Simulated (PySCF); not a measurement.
**InFCl + HCl → InHF + Cl₂**

Level: PBE0 in the def2-TZVP basis family, computed in PySCF with density fitting; scalar-relativistic core potentials for atoms from Rb on, none lighter, no spin–orbit coupling; open shells unrestricted.

| species | state and structure | E (Eh) | ZPE (kJ/mol) | H(298 K) − H(0) (kJ/mol) | S° (J/(mol K)) |
| --- | --- | --- | --- | --- | --- |
| InFCl | doublet, Cs, In–Cl 2.351 Å, In–F 1.958 Å; Cl–In–F 118.0° | -750.05438 | 6.0 | 13.3 | 308.4 |
| HCl | singlet, C∞v, H–Cl 1.279 Å | -460.66440 | 17.9 | 8.7 | 186.6 |
| InHF | doublet, Cs, In–F 1.970 Å, In–H 1.779 Å; F–In–H 113.7° | -290.52000 | 14.8 | 11.2 | 269.4 |
| Cl₂ | singlet, D∞h, Cl–Cl 1.982 Å | -920.08940 | 3.5 | 9.1 | 222.5 |

Q: What is the electronic reaction energy?

A: At PBE0/def2-TZVP, ΔE = 287.2 kJ/mol from the differences of the total energies times 2625.5, uphill. 

Q: Add zero-point, thermal and entropy terms for 298.15 K and 1 bar.

A: ΔZPE = -5.6 and Δ[H(298) − H(0)] = -1.7 kJ/mol give ΔH° = 279.9 kJ/mol. ΔS° = -3.1 J/(mol K), so ΔG° = 279.9 − 298.15 × (-0.0031) = 281 kJ/mol.

Only the bonding shown was studied: isomers, or loss of a ligand pair, can lie lower.
